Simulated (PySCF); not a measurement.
**UHF on N (nitrogen, neutral)**

Configuration: [He] 2s2 2p3, high-spin 4S determinant. All numbers are calculated (PySCF 2.14, scalar relativity by spin-free X2C-1e, in cc-pVTZ-DK).

```json
{
  "Total energy": "-54.429886 hartree",
  "One-electron energy": "-74.0014 hartree",
  "Hartree (Coulomb) energy": "26.1859 hartree",
  "Exchange energy": "-6.6144 hartree",
  "⟨S²⟩": "3.7561",
  "⟨L²⟩": "0.000",
  "Sum of ⟨r⟩": "7.331 bohr",
  "Sum of ⟨r²⟩": "11.98 bohr²",
  "Langevin diamagnetic susceptibility": "-9.48 ×10⁻⁶ cm³/mol",
  "Time after the integrals": "0.06 s of wall time on 1 thread of Neoverse-V1 (shared host)"
}
```

```csv
shell,electrons,mean orbital energy (hartree),"rms radius, mean of both spins (bohr)"
1s α,1,-15.67681,0.265
1s β,1,-15.58753,0.265
2s α,1,-1.16218,1.47
2s β,1,-0.72662,1.47
2p α,3,-0.56843,1.58
```
